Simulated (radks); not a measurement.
Values are calculated unless marked as measured or tabulated.
How relativity changes the ionisation of neutral holmium ([Xe] 4f11 6s2) to Ho+ ([Xe] 4f11 6s1). Spin-unpolarised spherical Kohn-Sham, PBEsol, point nucleus unless stated (finite: rms radius 5.2022 fm), a radial shooting solver on a logarithmic mesh with Libxc functionals. A level marked "c x" has the speed of light scaled by that factor and shares open shells by 2j + 1; other Dirac levels either fill j = l - 1/2 first or share by 2j + 1.

level                               E(Ho) (hartree)  E(Ho+) (hartree)  IE (eV)   HOMO  <r> HOMO (bohr)
non-rel.                                -12065.0512       -12064.8352    5.879     6s            4.344
scalar-rel.                             -12612.2475       -12612.0151    6.323     4f           0.8561
scalar-rel., finite nucleus             -12611.0624       -12610.8301    6.323     4f           0.8561
Dirac, 2j+1 shares                      -12624.3488       -12624.1162    6.327  4f7/2           0.8676
Dirac, low j first                      -12624.3949       -12624.1624    6.325  4f7/2           0.8696
Dirac, 2j+1 shares, finite nucleus      -12623.1556       -12622.9231    6.326  4f7/2           0.8675
Dirac, c x 1.25                         -12406.4750       -12406.2495    6.136  6s1/2            4.165
Dirac, c x 10                           -12070.0025       -12069.7863    5.882  6s1/2            4.342

NIST Atomic Spectra Database: 6.022 eV (measured). The relativistic part of the total energy of Ho is -558.1 hartree (Dirac, 2j+1 shares, finite nucleus), 4.6 % of the non-relativistic value. Spin polarisation and multiplet splitting of open shells are left out at every level.

Beside tabulated values, note that relativity, absent from the non-relativistic runs, is large for the heavy elements, and spin-unpolarised runs miss the spin-polarisation part of the exchange energy of open shells.
